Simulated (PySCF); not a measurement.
These are TPSSh-D3(BJ)/def2-TZVP // TPSS-D3(BJ)/def2-SVP (PySCF 2.14.0) values and carry that method's errors. Isolated molecules, 0 K electronic values unless said otherwise. 

Reference species: [Zn(Cl)2] (neutral, multiplicity 1).

```json
{
  "HOMO–LUMO gap": "6.22 eV",
  "HOMO": "-8.39 eV"
}
```

Changed species: [Zn(F)2] (2 of 2 Cl replaced by F; the reference has 0 of 2 Cl replaced by F).

**Question.** Give the shifts of the HOMO–LUMO gap and HOMO.

**Answer.** the HOMO–LUMO gap rises by 0.83 eV, to 7.05 eV; the HOMO falls by 1.04 eV, to -9.43 eV.
